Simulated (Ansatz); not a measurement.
The same group exchange along the group F, Cl, Br.

Gas-phase electronic energies from Ansatz, PBE0-D4/def2-TZVP geometries. CBS: MP2 limit from def2 TZ/QZ plus the TZ coupled-cluster correction, frozen cores. This one scheme is used for every species. DFT in def2-TZVPP. For Br outer-core shells are correlated without core-valence functions, which leaves a few kJ/mol of doubt a bond. Scalar relativity is left out up to krypton. One conformer a species, not always the lowest.

```
                                          reaction  CCSD/CBS(def2) (eV)  PBE0-D4 (eV)  CCSD(T)/CBS(def2) (eV)
 `C[Si](N)(O)F` + SiH₄ → `C[Si](N)(O)[SiH3]` + H–F                 1.87          1.67                    1.81
`C[Si](N)(O)Cl` + SiH₄ → `C[Si](N)(O)[SiH3]` + HCl                 1.37          1.26                    1.34
`C[Si](N)(O)Br` + SiH₄ → `C[Si](N)(O)[SiH3]` + HBr                 1.34          1.23                    1.32
```

Largest T1 diagnostic: 0.012, for `C[Si](N)(O)[SiH3]`.
